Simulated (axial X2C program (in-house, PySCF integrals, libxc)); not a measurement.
**Potential curves of CBr⁻, two-component**

Computed with an axial X2C code built on PySCF integrals. Two-component (2c) means X2C with spin–orbit coupling and atomic mean-field two-electron Coulomb and Gaunt terms. Basis: Br dyall-acv3z [9s10p7d5f1g], C dyall-av3z [8s7p3d2f] (cores contracted in-house); Gaussian nuclei, density fitting, unrestricted open shells. Masses: Br 78.918 u, C 12.000 u.

State: Ω = 1 (⟨Sz⟩ = 1.00, ⟨Lz⟩ = 0.00 at HF). Energies in eV from the fragments at the same level (Br- + C). Fits are polynomials in 1 − R0/R over 0.85 to 1.23 times the lowest point R0.

```json
{"R (Å)": "1.7722", "MP2": "-1.1145"}
{"R (Å)": "1.8537", "MP2": "-1.3476"}
{"R (Å)": "1.9148", "MP2": "-1.4427"}
{"R (Å)": "1.9759", "MP2": "-1.4885"}
{"R (Å)": "2.0370", "MP2": "-1.4975"}
{"R (Å)": "2.1083", "MP2": "-1.4741"}
{"R (Å)": "2.1796", "MP2": "-1.4252"}
{"R (Å)": "2.2713", "MP2": "-1.3382"}
{"R (Å)": "2.3833", "MP2": "-1.2123"}
{"R (Å)": "2.5462", "MP2": "-1.0192"}
```

Correlated methods: 12 electrons correlated (number of frozen shells: Br 3 s, 2 p, 1 d; C 1 s), 246 virtual spin orbitals or spinors in MP2.

The state is a single determinant with fixed occupations, the lowest that a limited PBE0 search found. Dissociation energies refer to the lowest single-determinant-based atoms at the same level and basis. The 2c atoms are single determinants rather than J levels; their spin–orbit lowering is only partly caught, and De is too large by that part. This holds for MP2. With several unpaired electrons one determinant need not be a pure state. Open-shell Ω = 0 determinants with evenly filled partner blocks cannot be reached by this program, so the Ω shown need not be the lowest component. This is the Ω = 1 component of a π² triplet; the 0⁺ component is not one determinant and can lie lowest. MP2 and coupled cluster on one determinant become unreliable at the stretched end.

(1) Fit the MP2 curve near its minimum: give the equilibrium distance, the harmonic wavenumber and the well depth.

Results:

(1) At MP2, 2c: Re = 2.024 Å, ωe ≈ 449 cm⁻¹, De = 1.50 eV to Br- + C; Be follows as 0.395 cm⁻¹.
